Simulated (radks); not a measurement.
The numbers below are computed, except where a source is named.
Species: C IV. Configuration: [He] 2s1.

Code: a radial shooting solver on a logarithmic mesh with Libxc functionals. Model: Dirac Kohn-Sham, PBE, spin-unpolarised, spherical densities, finite nucleus; Fermi nuclear charge, rms radius 2.4702 fm.

Energy parts (hartree):
total: -34.70685
kinetic: 34.67856
electron-nucleus: -74.80713
Hartree: 9.32895
exchange-correlation: -3.90724

Orbitals (lengths in bohr, moments of r in powers of bohr; <r^-3> diverges for s and p1/2):
orbital,occ.,eigenvalue (hartree),<r^-3>,<r^2>,small-component weight
1s1/2,2,-12.19636,-,0.09810,4.27e-04
2s1/2,1,-2.06184,-,1.926,6.81e-05

The highest occupied level is 2s1/2 at -56.105 eV. Summed over all electrons, <r^2> = 2.123 bohr^2, which gives a Langevin (diamagnetic) susceptibility term of -1.68 x 10^-6 cm^3/mol. The density falls to 0.001 e/bohr^3 at r = 2.46 bohr. For comparison, the ionisation energy in NIST's Atomic Spectra Database is 64.494 eV (measured). In exact Kohn-Sham theory the highest level is minus the ionisation energy, but local and semilocal functionals leave it too shallow, through self-interaction and a potential that decays too fast; potentials with the right tail come closer.

Beside tabulated values, note that spin-unpolarised runs miss the spin-polarisation part of the exchange energy of open shells.
